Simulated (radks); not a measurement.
All-electron atom: Pm3.5+ in [Kr] 4d10 4f(up 2, down 2) 5p6 5s(up 1, down 0.5) (fractional occupations, a model configuration).

All-electron calculation, scalar-relativistic Kohn-Sham, r2SCAN, spin-polarised, spherical densities, finite nucleus; meta-GGA in the generalised Kohn-Sham scheme; Fermi nuclear charge, rms radius 4.962 fm. Program: a radial shooting solver on a logarithmic mesh with Libxc functionals.

Energy parts (hartree):
part                       energy
total                 -10018.2619
kinetic                10685.1653
electron-nucleus      -24277.2241
Hartree                 3801.6595
exchange-correlation    -227.8626

Orbitals (lengths in bohr, moments of r in powers of bohr; <r^-3> diverges for s and p1/2; r(90%) holds 90 % of the orbital's charge):
| orbital | occ. | eigenvalue (hartree) | r(90%) | <r^-3> |
|---|---|---|---|---|
| 1s up | 1 | -1658.424 | 0.0419 | - |
| 1s down | 1 | -1658.422 | 0.0419 | - |
| 2s up | 1 | -271.6028 | 0.153 | - |
| 2s down | 1 | -271.6019 | 0.153 | - |
| 2p up | 3 | -242.5809 | 0.142 | 9578 |
| 2p down | 3 | -242.5797 | 0.142 | 9578 |
| 3s up | 1 | -60.65915 | 0.381 | - |
| 3s down | 1 | -60.65768 | 0.381 | - |
| 3p up | 3 | -51.49658 | 0.387 | 1973 |
| 3p down | 3 | -51.49492 | 0.387 | 1973 |
| 3d up | 5 | -38.94248 | 0.368 | 267.5 |
| 3d down | 5 | -38.94075 | 0.368 | 267.5 |
| 4s up | 1 | -13.34395 | 0.850 | - |
| 4s down | 1 | -13.33981 | 0.849 | - |
| 4p up | 3 | -10.31511 | 0.910 | 429.6 |
| 4p down | 3 | -10.31093 | 0.909 | 429.5 |
| 4d up | 5 | -6.01939 | 1.03 | 48.65 |
| 4d down | 5 | -6.01366 | 1.03 | 48.70 |
| 4f up | 2 | -1.43211 | 1.56 | 6.246 |
| 4f down | 2 | -1.42179 | 1.55 | 6.277 |
| 5s up | 1 | -2.86450 | 2.00 | - |
| 5s down | 0.5 | -2.83503 | 2.01 | - |
| 5p up | 3 | -2.08786 | 2.28 | 65.77 |
| 5p down | 3 | -2.06495 | 2.30 | 64.75 |

The highest occupied level is 4f down at -38.689 eV. The density falls to 0.001 e/bohr^3 at r = 3.27 bohr. Spin moment in Bohr magnetons: 0.5. Summed over all electrons, <r^2> = 34.84 bohr^2, which gives a Langevin (diamagnetic) susceptibility term of -27.6 x 10^-6 cm^3/mol. The electron density at the nucleus is 5.135e+05 e/bohr^3 (large components only).
